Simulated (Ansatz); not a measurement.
`[OH][SnH2][F]` → H₂ + `[OH][Sn][F]`  (stannylene formation by 1,1-elimination)

Isolated molecules relaxed with PBE0-D4/def2-TZVP in Ansatz; ΔE leaves out vibrations. CBS: MP2 limit from def2 TZ/QZ plus the TZ coupled-cluster correction, frozen cores. This one scheme is used for every species. Functionals use def2-TZVPP. def2 core potentials past Kr. For Sn outer-core shells are correlated without core-valence functions, which leaves a few kJ/mol of doubt a bond. Each species was taken in one conformer, which may not be the lowest.

`[OH][SnH2][F]`:

Z-matrix (Å, degrees):
```
Sn
F 1 1.922
O 1 1.948 2 105.3
H 1 1.692 2 107.5 3 112.7
H 1 1.701 2 104.3 3 -117.9
H 3 0.960 1 114.0 2 -61.1
```

H₂:

Z-matrix (Å, degrees):
```
H
H 1 0.746
```

`[OH][Sn][F]`:

```xyz
4

O    -0.551    0.767   -0.045
Sn    0.895   -0.498    0.389
F     0.147   -1.904   -0.707
H    -0.491    1.635    0.362
```

CCSD(T)/CBS gives -29.1 kJ/mol.

(1) Another level gave -22.3 kJ/mol. Which?
A. CAM-B3LYP/def2-TZVPP
B. ωB97X-V/def2-TZVPP
C. PBE-D4/def2-TZVPP
D. PBE0-D4/def2-TZVPP

Largest T1 diagnostic among the species: 0.018.

## Answers

(1) D. PBE0-D4 -22.3, ωB97X-V -15.0, PBE-D4 -44.0, CAM-B3LYP -30.3 kJ/mol.

The D4 term adds +3.3 kJ/mol with B3LYP and +1.8 kJ/mol with PBE0; it sums over pairs of atoms, weighted by their polarisabilities, and B3LYP, whose exchange is more repulsive, gets the larger term. From r2SCAN to r2SCAN0 (25 % exact exchange), in def2-TZVPP and without D4, ΔE moves by +12.7 kJ/mol. In def2-TZVPP, CCSD(T) changes the Hartree–Fock value by −13.4 kJ/mol (the triples alone add −2.7 kJ/mol) and MP2 by −26.2 kJ/mol.

B3LYP here is the variant with VWN-RPA as its local correlation; programs differ in this.
